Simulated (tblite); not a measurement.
A geometry optimisation, step by step.

Compound: C3H9B3Cl2O2.
Atom-mapped SMILES: `[BH2:1][C@@H:2]([O:3][B:4]([CH3:5])[O:6][CH3:7])[B:8]([Cl:9])[Cl:10]` (hydrogens: H11, H12 on B1; H13 on C2; H14, H15, H16 on C5; H17, H18, H19 on C7)

Computed with GFN2-xTB (tblite), gas phase: L-BFGS steps from a force-field or distance-geometry start until the largest atomic force falls under 0.01 eV/Å. 9 of its 125 geometries are shown.

Step 0: E = -870.5632 eV, largest atomic force 4.596 eV/Å
```
atom  x, y, z in Å  |  force x, y, z in eV/Å
B1      1.981   -1.397    0.925    1.458   0.297   0.972
C2      1.503   -0.177   -0.002    2.270  -1.776   1.070
O3      0.310    0.250    0.510   -3.614   1.716  -2.263
B4     -0.776    0.280   -0.454   -0.502   0.551   2.510
C5     -1.083   -0.924   -1.436    0.382   0.452  -1.377
O6     -1.840    1.264   -0.263    1.843  -1.281  -0.388
C7     -2.713    0.952    0.757   -1.198   0.467   1.362
B8      2.668    0.916    0.161   -0.146   2.295  -0.777
Cl9     2.269    2.364    1.239    0.734  -1.633  -1.024
Cl10    3.896    1.190   -1.192   -1.023  -0.423   1.606
H11     3.010   -1.952    0.719   -0.543  -0.059  -0.312
H12     1.641   -1.425    2.081   -0.249  -0.090  -0.976
H13     1.491   -0.460   -1.051   -0.201  -0.066  -0.279
H14    -0.419   -1.793   -1.289   -0.574   0.300  -0.050
H15    -0.838   -0.501   -2.460   -0.506  -0.754   0.799
H16    -2.167   -1.216   -1.433    1.215   0.262  -0.026
H17    -3.248   -0.006    0.599    0.120   0.298  -0.157
H18    -2.223    0.861    1.759   -0.091   0.173  -0.592
H19    -3.471    1.784    0.822    0.626  -0.729  -0.096
```

Step 16: E = -871.9982 eV, largest atomic force 0.191 eV/Å
```
atom  x, y, z in Å  |  force x, y, z in eV/Å
B1      2.063   -1.294    1.005    0.058   0.023   0.037
C2      1.579   -0.163    0.023   -0.101  -0.142  -0.033
O3      0.296    0.408    0.288    0.088   0.051   0.149
B4     -0.831    0.220   -0.406    0.012   0.059  -0.137
C5     -1.048   -0.910   -1.522   -0.015  -0.078   0.057
O6     -1.829    1.137   -0.141   -0.108  -0.076   0.097
C7     -2.797    0.961    0.859   -0.002  -0.046   0.013
B8      2.635    1.049    0.050    0.078   0.172   0.029
Cl9     2.401    2.297    1.193    0.051  -0.043  -0.072
Cl10    3.949    1.145   -1.046   -0.007  -0.077   0.050
H11     2.978   -1.922    0.644    0.018  -0.011   0.090
H12     1.554   -1.471    2.038   -0.038   0.003  -0.055
H13     1.566   -0.615   -0.975    0.016   0.078  -0.170
H14    -0.437   -1.788   -1.338    0.059  -0.063  -0.004
H15    -0.834   -0.567   -2.531    0.011   0.085   0.027
H16    -2.087   -1.227   -1.508   -0.062  -0.017  -0.082
H17    -3.361    0.035    0.687   -0.071   0.054   0.016
H18    -2.336    0.901    1.851    0.008   0.048  -0.002
H19    -3.472    1.816    0.822    0.005  -0.020  -0.009
```

Step 31: E = -872.0581 eV, largest atomic force 0.152 eV/Å
```
atom  x, y, z in Å  |  force x, y, z in eV/Å
B1      2.053   -1.241    0.955    0.002  -0.023   0.091
C2      1.582   -0.113   -0.039    0.030  -0.026   0.018
O3      0.293    0.416    0.272   -0.112   0.063  -0.028
B4     -0.862    0.141   -0.374   -0.008  -0.063   0.106
C5     -1.013   -0.944   -1.554    0.050   0.036  -0.067
O6     -1.940    0.922   -0.085   -0.012  -0.012  -0.151
C7     -2.877    0.955    0.951    0.061  -0.007  -0.017
B8      2.695    1.050    0.028   -0.043  -0.085  -0.026
Cl9     2.518    2.336    1.120   -0.027   0.123   0.050
Cl10    4.093    0.954   -0.958    0.060  -0.008  -0.017
H11     3.035   -1.838    0.746   -0.063   0.046  -0.047
H12     1.415   -1.412    1.913    0.029  -0.085   0.035
H13     1.588   -0.522   -1.058   -0.073   0.002  -0.057
H14    -0.400   -1.832   -1.413   -0.009   0.044   0.050
H15    -0.728   -0.500   -2.506   -0.014  -0.031  -0.044
H16    -2.050   -1.262   -1.646    0.091   0.032  -0.017
H17    -3.535    0.080    0.867   -0.061   0.055   0.088
H18    -2.408    0.950    1.940    0.054   0.034  -0.010
H19    -3.468    1.868    0.831    0.046  -0.093   0.043
```

Step 46: E = -872.3947 eV, largest atomic force 0.303 eV/Å
```
atom  x, y, z in Å  |  force x, y, z in eV/Å
B1      1.916   -1.196    0.922   -0.054   0.035   0.041
C2      1.401   -0.004    0.022    0.204   0.183  -0.130
O3      0.095    0.519    0.303    0.085  -0.240   0.019
B4     -0.984    0.076   -0.418    0.066  -0.200  -0.010
C5     -0.862   -0.910   -1.675    0.006  -0.149  -0.166
O6     -2.265    0.326   -0.098    0.066  -0.050   0.006
C7     -2.803    0.919    1.056    0.109   0.140   0.019
B8      2.605    1.066    0.046   -0.016   0.096   0.173
Cl9     2.525    2.527    0.933   -0.092  -0.091  -0.102
Cl10    4.106    0.649   -0.710   -0.182   0.107   0.004
H11     2.941   -1.685    0.656   -0.052  -0.023  -0.066
H12     1.326   -1.554    1.853   -0.177  -0.005   0.117
H13     1.408   -0.408   -1.002   -0.023   0.009  -0.021
H14    -0.261   -1.783   -1.439   -0.016  -0.140   0.098
H15    -0.425   -0.483   -2.574   -0.041   0.193   0.008
H16    -1.859   -1.261   -1.926    0.019   0.008  -0.108
H17    -3.622    0.283    1.406    0.060   0.038   0.000
H18    -2.053    1.027    1.835    0.083   0.008   0.112
H19    -3.198    1.903    0.800   -0.045   0.081   0.005
```

Step 62: E = -872.5462 eV, largest atomic force 0.127 eV/Å
```
atom  x, y, z in Å  |  force x, y, z in eV/Å
B1      1.839   -1.254    0.955    0.030  -0.026   0.001
C2      1.375   -0.044    0.056    0.036   0.028  -0.057
O3      0.039    0.384    0.320    0.037  -0.042   0.040
B4     -1.004   -0.089   -0.419   -0.057   0.057  -0.032
C5     -0.843   -0.992   -1.735   -0.019   0.055  -0.022
O6     -2.262    0.254   -0.078   -0.055  -0.076   0.085
C7     -2.609    0.985    1.081    0.020  -0.008  -0.060
B8      2.450    1.147    0.103    0.006   0.027   0.036
Cl9     2.184    2.609    0.941   -0.104  -0.073   0.004
Cl10    3.956    0.934   -0.704    0.009  -0.022   0.019
H11     2.786   -1.850    0.637    0.098   0.018   0.011
H12     1.223   -1.555    1.895   -0.054   0.021   0.024
H13     1.413   -0.422   -0.976    0.046  -0.027  -0.057
H14    -0.272   -1.905   -1.569   -0.074   0.040   0.059
H15    -0.328   -0.427   -2.511   -0.032  -0.035  -0.049
H16    -1.818   -1.271   -2.124    0.049   0.010   0.011
H17    -3.415    0.448    1.589    0.035   0.021  -0.029
H18    -1.754    1.088    1.752   -0.015   0.046  -0.026
H19    -2.970    1.971    0.779    0.045  -0.015   0.042
```

Step 78: E = -872.5830 eV, largest atomic force 0.084 eV/Å
```
atom  x, y, z in Å  |  force x, y, z in eV/Å
B1      1.870   -1.276    0.958    0.017   0.033  -0.004
C2      1.382   -0.107    0.013    0.023   0.004   0.028
O3      0.043    0.305    0.284    0.057  -0.005   0.043
B4     -1.019   -0.107   -0.456    0.003   0.010   0.016
C5     -0.884   -0.995   -1.780   -0.066  -0.024  -0.001
O6     -2.259    0.240   -0.053    0.012  -0.005  -0.033
C7     -2.525    1.021    1.093   -0.012   0.005  -0.039
B8      2.384    1.140    0.125    0.006   0.042   0.029
Cl9     1.918    2.542    0.980   -0.011  -0.020  -0.010
Cl10    3.943    1.075   -0.589    0.019  -0.025   0.003
H11     2.877   -1.815    0.724   -0.004   0.030  -0.016
H12     1.219   -1.561    1.882    0.016  -0.014  -0.025
H13     1.439   -0.475   -1.024    0.044  -0.005   0.042
H14    -0.365   -1.930   -1.579   -0.039  -0.012  -0.006
H15    -0.331   -0.482   -2.567   -0.055   0.007   0.050
H16    -1.868   -1.234   -2.168   -0.006  -0.021  -0.056
H17    -3.318    0.531    1.658   -0.065  -0.028   0.009
H18    -1.645    1.132    1.727    0.051  -0.002  -0.067
H19    -2.870    2.005    0.767    0.010   0.027   0.039
```

Step 93: E = -872.5953 eV, largest atomic force 0.021 eV/Å
```
atom  x, y, z in Å  |  force x, y, z in eV/Å
B1      1.917   -1.272    0.965    0.001  -0.002  -0.006
C2      1.386   -0.126    0.018   -0.003  -0.002   0.011
O3      0.035    0.249    0.276    0.006   0.005   0.006
B4     -1.034   -0.128   -0.474    0.004   0.003   0.009
C5     -0.943   -1.018   -1.799    0.001   0.001  -0.002
O6     -2.261    0.274   -0.081   -0.003  -0.005   0.008
C7     -2.489    1.046    1.078    0.001   0.007   0.008
B8      2.353    1.148    0.160    0.007   0.004   0.000
Cl9     1.822    2.536    0.994   -0.014   0.015   0.002
Cl10    3.943    1.111   -0.486    0.014  -0.006  -0.007
H11     2.964   -1.732    0.746    0.007  -0.010  -0.001
H12     1.266   -1.615    1.868    0.007  -0.009  -0.006
H13     1.477   -0.494   -1.016   -0.011   0.007   0.014
H14    -0.460   -1.974   -1.607   -0.005  -0.007  -0.002
H15    -0.372   -0.516   -2.578   -0.003  -0.003  -0.010
H16    -1.933   -1.217   -2.194   -0.004   0.001  -0.007
H17    -3.270    0.559    1.665   -0.007  -0.001  -0.012
H18    -1.581    1.137    1.675    0.006   0.008   0.011
H19    -2.828    2.041    0.782   -0.004  -0.006  -0.015
```

Step 108: E = -872.5965 eV, largest atomic force 0.018 eV/Å
```
atom  x, y, z in Å  |  force x, y, z in eV/Å
B1      1.929   -1.282    0.957    0.008  -0.011  -0.002
C2      1.392   -0.125    0.028    0.001   0.002   0.005
O3      0.040    0.243    0.290   -0.002   0.001  -0.005
B4     -1.027   -0.136   -0.461   -0.003  -0.006  -0.004
C5     -0.946   -1.018   -1.793    0.002  -0.002   0.004
O6     -2.257    0.261   -0.070   -0.001   0.011   0.006
C7     -2.495    1.051    1.075    0.004   0.001   0.002
B8      2.355    1.154    0.165    0.006   0.006  -0.004
Cl9     1.808    2.554    0.970    0.001  -0.002  -0.004
Cl10    3.952    1.111   -0.466   -0.011   0.003   0.007
H11     2.982   -1.728    0.733    0.015  -0.008  -0.007
H12     1.280   -1.655    1.849   -0.008   0.003  -0.004
H13     1.480   -0.486   -1.009   -0.009  -0.003   0.004
H14    -0.480   -1.984   -1.612    0.006   0.004   0.006
H15    -0.370   -0.519   -2.571    0.004  -0.005   0.000
H16    -1.941   -1.197   -2.187    0.003   0.000  -0.004
H17    -3.284    0.572    1.659   -0.005   0.011   0.001
H18    -1.595    1.155    1.682    0.000  -0.008  -0.006
H19    -2.832    2.040    0.755   -0.012   0.002   0.006
```

Step 124: E = -872.5972 eV, largest atomic force 0.009 eV/Å
```
atom  x, y, z in Å  |  force x, y, z in eV/Å
B1      1.937   -1.297    0.943   -0.001  -0.005  -0.001
C2      1.391   -0.128    0.034    0.004   0.008  -0.002
O3      0.039    0.234    0.305   -0.007   0.003  -0.003
B4     -1.028   -0.136   -0.453    0.002   0.000  -0.005
C5     -0.939   -1.018   -1.784    0.002  -0.002   0.002
O6     -2.258    0.269   -0.069    0.003   0.000  -0.003
C7     -2.499    1.061    1.073    0.004  -0.001   0.002
B8      2.346    1.157    0.165    0.007  -0.005   0.004
Cl9     1.784    2.563    0.947   -0.006   0.003   0.002
Cl10    3.950    1.118   -0.447   -0.008  -0.004  -0.002
H11     2.992   -1.734    0.708   -0.002   0.002   0.001
H12     1.289   -1.688    1.828    0.001  -0.002   0.000
H13     1.472   -0.485   -1.005    0.004   0.001  -0.005
H14    -0.480   -1.986   -1.594    0.001   0.001  -0.004
H15    -0.351   -0.524   -2.556   -0.001  -0.006   0.004
H16    -1.930   -1.195   -2.190    0.002   0.001   0.003
H17    -3.289    0.584    1.657    0.000   0.006   0.000
H18    -1.599    1.165    1.681   -0.001  -0.001   0.002
H19    -2.835    2.050    0.751   -0.006   0.000   0.004
```

Problem. Summarise the path.

Solution. The energy falls by 46.91 kcal/mol from step 0 to step 124; nine tenths of that is first reached at step 46. It falls at every step. The largest force goes from 4.596 to 0.009 eV/Å. Among the bonds B8–Cl9 changes most, from 1.849 to 1.705 Å; the atoms move by 0.594 Å rms after alignment.

Problem. Follow the three bonds and two angles with the largest change from start to end.

Solution. 
```
step  E above end (kcal/mol)  largest force (eV/Å)  B8–Cl9 (Å)  B8–Cl10 (Å)  B4–O6 (Å)  C2–O3–B4 (°)  B4–O6–C7 (°)
   0                   46.91                 4.596       1.849        1.848      1.461         114.2         113.9
   5                   16.74                 0.418       1.682        1.702      1.392         123.4         115.7
  11                   14.54                 0.231       1.702        1.709      1.383         124.3         121.0
  16                   13.81                 0.191       1.708        1.714      1.382         127.1         123.5
  22                   13.13                 0.213       1.696        1.711      1.376         127.4         128.6
  27                   12.72                 0.118       1.704        1.717      1.372         127.2         130.7
  32                   12.32                 0.167       1.698        1.715      1.360         126.0         135.6
  38                   10.41                 1.073       1.712        1.744      1.361         117.8         130.9
  43                    5.77                 0.274       1.709        1.722      1.345         119.7         131.9
  49                    3.62                 0.327       1.685        1.728      1.345         120.2         127.5
  54                    2.45                 0.308       1.712        1.728      1.343         121.0         127.0
  59                    1.44                 0.268       1.701        1.722      1.347         120.6         124.3
  65                    0.91                 0.160       1.700        1.726      1.348         121.7         124.2
  70                    0.59                 0.086       1.707        1.715      1.349         122.2         123.9
  75                    0.44                 0.090       1.699        1.722      1.348         122.6         124.5
  81                    0.18                 0.097       1.709        1.711      1.350         123.4         123.5
  86                    0.07                 0.057       1.704        1.719      1.349         124.4         123.3
  92                    0.04                 0.020       1.704        1.716      1.350         124.9         123.3
  97                    0.03                 0.020       1.705        1.718      1.350         124.8         123.4
 102                    0.03                 0.014       1.705        1.716      1.350         125.0         123.5
 108                    0.01                 0.018       1.705        1.718      1.350         124.8         123.6
 113                    0.01                 0.012       1.705        1.716      1.350         124.8         123.5
 119                    0.00                 0.017       1.705        1.717      1.350         124.8         123.6
 124                    0.00                 0.009       1.705        1.717      1.350         124.7         123.6
```

The cost below is that of the whole relaxation. Time: 2.1 s. Hardware: one thread of an Arm Neoverse N1, shared host with 64 logical CPUs at a one-minute load of 49.
